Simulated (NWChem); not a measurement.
System: CH$_{5}$MgNO; SMILES C[O][Mg][NH2]

```xyz
9

Mg     0.0000     0.6731    -0.0007
O      0.0000    -1.1014    -0.0017
C      0.0000    -2.4716     0.0014
H      0.8054    -2.8942    -0.6340
H      0.1479    -2.8914     1.0177
H     -0.9533    -2.8937    -0.3777
N      0.0000     2.5594     0.0010
H     -0.8161     3.1638     0.0002
H      0.8163     3.1636     0.0002
```
Atoms are numbered in this order, from 1.

Computed with NWChem. Pople sets run with spherical d functions. All runs use the structure optimised with PBE0/def2-SVP. B3LYP is NWChem's, with the RPA form of VWN correlation. Vertical excitations in the gas phase; the lowest state need not have the same character in each row.

Problem. Order these by “lowest excitation, singlet (eV)”, lowest first: LDA (Slater exchange, VWN5)/6-31+G*, full TDDFT; B3LYP/6-31+G*, full TDDFT; BHandHLYP/6-31+G*, full TDDFT.

Solution. LDA (Slater exchange, VWN5)/6-31+G*, full TDDFT (3.38), B3LYP/6-31+G*, full TDDFT (3.75), BHandHLYP/6-31+G*, full TDDFT (4.33)
